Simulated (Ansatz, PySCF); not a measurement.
Gas-phase reaction (SMILES): [SiH3]OCCO[SiH3] + 2 C (CH4) + 2 O (H2O) -> CC (C2H6) [ethane] + 2 CO (CH4O) + 2 O[SiH3] [hydroxysilane]; bond separation energy.

Each molecule is optimised on its own at B3LYP-D3(BJ)/def2-TZVP (Ansatz, an electronic-structure program), one conformer each, not searched for the lowest. Correlated levels leave the core frozen unless marked. No spin-orbit coupling. Non-relativistic. Basis-set limits of correlation are two-point, X^-3; Hartree-Fock from the larger set. [CCSD(T)-MP2]/basis is that difference in the basis named. Thermal terms are rigid-rotor harmonic-oscillator values from B3LYP-D3(BJ) frequencies (Ansatz or PySCF) at 298.15 K and 1 atm. 1 Eh = 627.5095 kcal/mol.

| species | E, RI-MP2/CBS(cc-pV(T+d)Z,cc-pV(Q+d)Z)+[CCSD(T)-MP2]/cc-pV(T+d)Z (Ansatz) (Eh) | E, PBE-D3(BJ)/def2-TZVPD (Ansatz + dftd3) (Eh) | H - E (Eh) |
|---|---|---|---|
| [SiH3]OCCO[SiH3] | -810.66183 | -811.24444 | 0.12684 |
| C (CH4) | -40.46125 | -40.46420 | 0.04840 |
| CC (C2H6) | -79.71807 | -79.73427 | 0.07887 |
| CO (CH4O) | -115.61425 | -115.63404 | 0.05533 |
| O (H2O) | -76.37659 | -76.38147 | 0.02495 |
| O[SiH3] | -366.68646 | -366.95852 | 0.04319 |

### Question
Work out ΔE and ΔH at 298.15 K at the first level, then ΔH at the second.

### Answer

1. ΔE = [(-79.71807) + 2×(-115.61425) + 2×(-366.68646)] - [(-810.66183) + 2×(-40.46125) + 2×(-76.37659)] = 0.01802 Eh = 11.3 kcal/mol at RI-MP2/CBS(cc-pV(T+d)Z,cc-pV(Q+d)Z)+[CCSD(T)-MP2]/cc-pV(T+d)Z.
2. The terms H - E add up to 0.00237 Eh, so ΔH = (0.01802 + (0.00237))×627.5095 = 12.8 kcal/mol.
3. At PBE-D3(BJ)/def2-TZVPD the same steps give ΔE = 10.3 and ΔH = 11.8 kcal/mol, a shift of -1.0 from the first level.
4. These values are not checked against measurement here, since the tables used lack a sound gas-phase enthalpy of formation for at least one species.
